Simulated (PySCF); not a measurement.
# Calculated NMR parameters of 1,1,1-ethanetricarbonitrile

- Formula: C5H3N3
- SMILES: CC(C#N)(C#N)C#N
- Point group of the computed structure: C3v
- Degrees of unsaturation: 6
- Carbon signals: 3
- Proton signals: 1

Atoms are numbered as in `[CH3:1][C:2]([C:3]#[N:4])([C:5]#[N:6])[C:7]#[N:8]`. Each H is labelled by its parent atom.

[PySCF 2.14: geometry from GFN2-xTB; σ from GIAO-PBE0/pcSseg-1; no solvent; relativity neglected; fast rotation and ring inversion assumed for equivalent nuclei; single conformer]

References, each an isolated molecule treated in the same way: 1H (31.72 ppm), 13C (186.93 ppm) vs TMS; 15N (267.73 ppm) vs NH3.

| carbon | δC, type | δH (multiplicity) | HMBC from (2–3 bonds) | span of the C tensor (ppm) |
| --- | --- | --- | --- | --- |
| C1 | 28.1, CH3 | 2.14 (s) | – | 39 |
| C2 | 19.3, C | – | H(C1) | 1 |
| C3/C5/C7 | 115.4, C | – | H(C1) | 340 |

Other nuclei:
| atoms | nucleus | environment | δ (ppm) | σ (ppm) |
| --- | --- | --- | --- | --- |
| N4/N6/N8 | 15N | nitrile nitrogen | 313.6 | -45.8 |

Carbon types of the structure: 4 × C, 1 × CH3, which accounts for all hydrogens. δC 115.4: nitrile carbon; typical of a nitrile. δC 28.1: methyl carbon; saturated and bonded to C and H only. δC 19.3: quaternary sp3 carbon α to a nitrile; aliphatic region, no heteroatom directly attached. δH 2.14: hydrogen on a methyl carbon.

Shifts are as computed. Against solution values, carbons near 30 ppm lie about +3 ppm off and those near 130 ppm about +5 ppm. Of 1211 compounds with measured shifts, 218 miss one by over three times the rms of a fit or turn the order of signals round; such compounds aren't used in these exercises. Experimental scales use liquid or dissolved standards, which lie at an offset from isolated NH3 (liquid NH3: subtract about 20 ppm). Unscaled 15N shifts of sp2 nitrogen come out 20 to 40 ppm too high even then.
